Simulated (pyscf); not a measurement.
Single points on ωB97X-D3(BJ)/def2-SVP structures (PySCF, gas phase).

SMILES: [Cl][Ti]([Cl])([Cl])[TeH]
```xyz
6

Cl     1.0812     1.8004    -1.1659
Ti     0.5539     0.2435     0.2131
Cl     0.8210     0.7882     2.2807
Cl    -1.4166    -0.5663    -0.1081
Te     2.2847    -1.5259    -0.4088
H      1.6365    -2.5107     0.7622
```

What is the homolytic dissociation enthalpy (298 K, ωB97M-D3(BJ)/def2-TZVP) of the Te–Ti bond of Cl–Ti(Cl)(Cl)–TeH, to [Cl–Ti(Cl)–Cl]• + TeH•?

Te–Ti to [Cl–Ti(Cl)–Cl]• + TeH•: 33.4 kcal/mol. The 7 functionals that were run give +23.7 (M06-2X) to +52.3 kcal/mol (PBE). The radicals are drawn with the spin at the cut bond; how far it spreads was not checked. Left out: the spin-orbit lowering of TeH, which is large for Br, Se, Te and I. Open-shell species with a d-block atom are single-reference here; other states, and whether the spin sits on metal or ligand, were not checked. Elements past Kr carry the def2 core potentials, without spin-orbit coupling.
